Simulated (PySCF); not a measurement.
TDDFT excited states: C6H9NS

C6H9NS.
InChI=1S/C6H9NS/c1-7-5-3-4-6(7)8-2/h3-5H,1-2H3

Level of theory: PySCF, TDDFT wB97X-D/def2-SVPD, vertical, gas phase, core orbitals frozen in the response. One conformer (not necessarily the lowest) at the PBE0-D3(BJ)/def2-SVP geometry, without solvent, vibrations or thermal averaging. Torsions of this conformer, `[CH3:1][S:2][c:3]1[cH:4][cH:5][cH:6][n:7]1[CH3:8]`: C1–S2–C3–C4 1°.

```
state  E (eV)  λ (nm)  ν̃ (cm⁻¹)       f  symmetry  main configurations (H = HOMO, L = LUMO)
   S1    5.04   245.8      40680  0.0001         –                                 H→L (69%)
   S2    5.57   222.7      44900   0.019        A″        H→L+1 (60%), H→L+2 (18%), H→L (9%)
   S3    5.81   213.5      46840   0.300        A′                               H→L+3 (95%)
   S4    5.98   207.3      48250  0.0028        A″                  H→L+2 (72%), H→L+1 (17%)
   S5    6.35   195.3      51210   0.013        A′   H→L+4 (44%), H→L+9 (27%), H-1→L+3 (25%)
   S6    6.50   190.9      52390  0.0087        A″     H→L+5 (53%), H→L+7 (14%), H→L+1 (10%)
```

The lowest singlet lies at 5.04 eV (246 nm, ultraviolet) and is dark (f under 0.0005); its leading configuration is HOMO→LUMO (69%). The strongest level in the table is S3 at 5.81 eV (214 nm, f = 0.300). Löwdin shares by element: HOMO carbon 47% or more, sulfur 29% (atoms not listed hold the other 24%); LUMO sulfur 54%, carbon 19% or more, hydrogen 9% or more (atoms not listed hold the other 18%). Of the 6 states listed, 3 reach f = 0.01 and 1 stays under 0.0005. Weighted by f, the mean energy of these states is 5.83 eV. The oscillator strengths of these states sum to 0.344; summed over the whole spectrum of an exact calculation they would give the number of electrons, 68 (Thomas–Reiche–Kuhn). Symmetry labels in Cs follow from the direction of the transition dipole and are given only for states with f of 0.002 or more. The window holds the lowest 6 singlets.
